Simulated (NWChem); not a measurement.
Molecule: heptafluorocyclopentane (C5H3F7); SMILES FC1CC(F)(F)C(F)(F)C1(F)F

```xyz
15

F      1.8090     1.4562    -0.4404
C      1.0806     1.0436     0.6382
C      1.3589    -0.4244     0.9447
C      0.3161    -1.2548     0.1895
F      0.8713    -2.0924    -0.6986
F     -0.4257    -1.9861     1.0403
C     -0.6117    -0.2363    -0.5358
F     -1.8839    -0.6278    -0.5550
F     -0.1845    -0.0541    -1.7901
C     -0.4018     1.0654     0.2610
F     -0.7677     2.1528    -0.4107
F     -1.1243     0.9788     1.3976
H      1.2720     1.7194     1.4860
H      1.2538    -0.6337     2.0173
H      2.3739    -0.6931     0.6245
```
Atoms are numbered in this order, from 1.

Program: NWChem. Structure relaxed at the PBE0/def2-SVP level. No frequency run checked for a minimum.

Task: What does the run give for B3LYP/cc-pVDZ? Quantities: highest occupied level (eV); orbital gap (eV); dipole (D).

Result: 
```json
{
 "highest occupied level (eV)": "-8.77",
 "orbital gap (eV)": "9.06",
 "dipole (D)": "2.83"
}
```
